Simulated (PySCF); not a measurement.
# `C1/C(=N\[H])[C@@H](C2CC2)C1`, C7H11N

Geometry:
```
atom   x (Å)   y (Å)   z (Å)
  N1  -0.880   0.484   2.254
  C2  -1.115   0.354   1.034
  C3  -2.312   0.051   0.158
  C4  -1.374   0.072  -1.062
  C5  -0.180   0.434  -0.148
  C6   0.973  -0.535  -0.130
  C7   2.290  -0.117   0.449
  C8   2.150  -0.305  -1.031
  H9  -1.684   0.374   2.870
 H10  -2.792  -0.905   0.367
 H11  -3.073   0.831   0.170
 H12  -1.263  -0.894  -1.551
 H13  -1.616   0.822  -1.812
 H14   0.198   1.447  -0.303
 H15   0.670  -1.562   0.034
 H16   2.855  -0.845   1.010
 H17   2.376   0.887   0.831
 H18   2.621  -1.160  -1.492
 H19   2.145   0.575  -1.656
```

Computed, not measured: GIAO KT3/pcSseg-1 magnetisability, rotational g tensor and spin-rotation constants, non-relativistic, gas phase (PySCF 2.14.0). Geometry: GFN2-xTB.

**Question.** Give the nuclear spin-rotation constants along the inertial axes (H = +C I·J) beside the isotropic shieldings.

**Answer.** Rotational constants 3.7478, 1.5486, 1.1757 GHz. A star marks the isotopologue with that one atom substituted, in its own axes.
```tsv
atom	isotope	Caa (kHz)	Cbb (kHz)	Ccc (kHz)	mean (kHz)	σ (ppm)
N1	14N	0.854	0.322	0.075	0.417	-51.3
H9	1H	0.381	-0.065	-0.126	0.063	21.5
H10	1H	-0.342	-0.171	0.037	-0.159	29.0
H11	1H	-0.040	-0.171	-0.059	-0.090	29.1
H12	1H	-0.373	-0.094	-0.029	-0.165	30.1
H13	1H	-0.419	-0.052	-0.036	-0.169	29.6
H14	1H	-0.354	-0.195	0.050	-0.166	29.6
H15	1H	-0.356	-0.185	0.015	-0.175	31.0
H16	1H	-0.313	-0.092	-0.071	-0.159	31.1
H17	1H	-0.392	-0.122	-0.029	-0.181	31.4
H18	1H	-0.209	-0.134	-0.078	-0.140	31.3
H19	1H	-0.389	-0.135	-0.030	-0.184	31.8
C2	13C*	1.842	0.661	0.277	0.927	9.9
C3	13C*	0.683	0.220	0.234	0.379	147.5
C4	13C*	0.500	0.280	0.164	0.315	163.0
C5	13C*	0.738	0.320	0.270	0.443	124.5
C6	13C*	0.688	0.236	0.129	0.351	165.1
C7	13C*	0.449	0.284	0.098	0.277	177.5
C8	13C*	0.491	0.262	0.091	0.281	179.4
```
For the geometry as given, no vibrational averaging.

**Question.** How do the rotational constants and the g tensor change when H9, H10, H11, H12, H13, H14, H15, H16, H17, H18, H19 are replaced by deuterium?

**Answer.** Constants 3.0253, 1.3023, 1.0056 GHz; g -0.0180, -0.0068, -0.0027, against -0.0223, -0.0080, -0.0032 before.
